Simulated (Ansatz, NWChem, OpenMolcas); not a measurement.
## PbO (SMILES [O][Pb]): the vertical ionisation energy, rung by rung

PbO has 2 atoms, charge 0, and is taken as a singlet. As SMILES, `[O][Pb]`. Geometry: the measured bond length.

```csv
atom,x (Å),y (Å),z (Å)
O,0.0000,0.0000,0.0000
Pb,0.0000,0.0000,1.9218
```

Each level gives the vertical ionisation energy (to the doublet cation) (eV). The values are calculated.

| level | kind | program | value (eV) | less CCSD(T)/def2-TZVP |
| --- | --- | --- | --- | --- |
| SVWN5/def2-TZVP (core potential) | LDA | NWChem | 9.97 | +0.63 |
| BLYP/def2-TZVP (core potential) | GGA | Ansatz | 9.44 | +0.10 |
| PBE/def2-TZVP (core potential) | GGA | OpenMolcas | 9.54 | +0.20 |
| TPSS/def2-TZVP (core potential) | meta-GGA | NWChem | 9.36 | +0.02 |
| BHLYP/def2-TZVP (core potential) | global hybrid | OpenMolcas | 8.54 | -0.80 |
| CAM-B3LYP/def2-TZVP (core potential) | range-separated hybrid | Ansatz | 9.14 | -0.20 |
| PBE-QIDH/def2-TZVP (core potential) | double hybrid | Ansatz | 9.27 | -0.07 |
| RPA@PBE/def2-TZVP (core potential) | RPA | Ansatz | 9.48 | +0.14 |
| RPA@PBE0/def2-TZVP (core potential) | RPA | Ansatz | 9.24 | -0.10 |
| CCSD(T)/def2-TZVP (core potential) | coupled cluster or CI | Ansatz | 9.34 | 0.00 |

CCSD(T)/def2-TZVP (core potential) is the highest level here, not the true value. Spin-orbit coupling, which can split open shells on such heavy atoms by tenths of an eV, is left out. The values span 8.54 to 9.97 eV.
